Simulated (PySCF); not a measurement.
Stepwise substitution at one centre (In CH3-NH2). Isolated molecules, 0 K electronic values unless said otherwise. One relaxed conformer stands for each flexible species; it need not be the lowest. Strings in code marks are SMILES.

Calculation: PBE-D3(BJ)/def2-TZVP // B3LYP-D3(BJ)/def2-TZVP (PySCF 2.14.0). Excitations are Tamm–Dancoff values on a coarser integration grid. The basis has no diffuse functions, so Rydberg states are missing or too high.

```tsv
species	S1 oscillator strength	S1–T1 gap (TDA) (eV)	HOMO (eV)
0 of 3 CH3 replaced by NH2 (`[CH3][In]([CH3])[CH3]`)	0.000	(withheld)	-5.84
1 of 3 CH3 replaced by NH2	0.027	0.73	-5.20
2 of 3 CH3 replaced by NH2	(withheld)	(withheld)	-5.17
3 of 3 CH3 replaced by NH2	0.037	0.67	-5.37
```

Task: Fill in the missing entries.

Result: 
- 0 of 3 CH3 replaced by NH2 (`[CH3][In]([CH3])[CH3]`), S1–T1 gap (TDA) (eV): 0.22
- 2 of 3 CH3 replaced by NH2, S1 oscillator strength: 0.007
- 2 of 3 CH3 replaced by NH2, S1–T1 gap (TDA) (eV): 0.34
